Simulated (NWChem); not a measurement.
Species: BeGeH4; SMILES [BeH][GeH3]

```xyz
6

Be    -0.0003    -1.8560     0.0021
H     -0.0007    -3.1958     0.0029
Ge    -0.0013     0.3541     0.0006
H      1.0930     0.9515    -0.9131
H     -1.3406     0.9485    -0.4919
H      0.2410     0.9524     1.4051
```
Atoms are numbered in this order, from 1.

Coordinates come from a PBE0/def2-SVP optimisation.

Task: Give the principal values of the shielding tensors (ppm) of Be1, Ge3 from B3LYP/6-31G* (spherical d), GIAO (NWChem), with their diamagnetic and paramagnetic parts as GIAO splits them.

Result: 
```tsv
atom	σ11	σ22	σ33	isotropic	diamagnetic	paramagnetic
Be1	42.6	42.6	153.6	79.6	147.9	-68.3
Ge3	1840.1	1906.9	1907.1	1884.7	2760.4	-875.7
```
